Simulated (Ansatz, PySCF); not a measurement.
Caution: the highest occupied level lies above zero, so the state may not be bound. This triplet lies 0.07 eV below the relaxed singlet at the level B3LYP/aug-cc-pVTZ // PBE0-D3(BJ)/def2-TZVPD (Ansatz, a first-principles code).

Cartesian coordinates (Å):
```xyz
7

B      1.4648    -0.1261    -0.6645
C      0.3321     0.4692     0.1078
C     -0.9268    -0.0566     0.3496
H      1.5339    -1.1880    -1.2438
H      0.4900     1.4575     0.5563
H     -1.2160    -1.0313    -0.0381
H     -1.6780     0.4753     0.9328
```
Charge -1, spin multiplicity 3.

Question: Estimate the highest occupied spin orbital and total energy that PBE-D3(BJ)/def2-TZVPD // PBE0-D3(BJ)/def2-TZVPD (PySCF 2.14.0) returns for this input.

Answer: 
- highest occupied spin orbital = 2.03 eV
- total energy = -103.2540 Ha
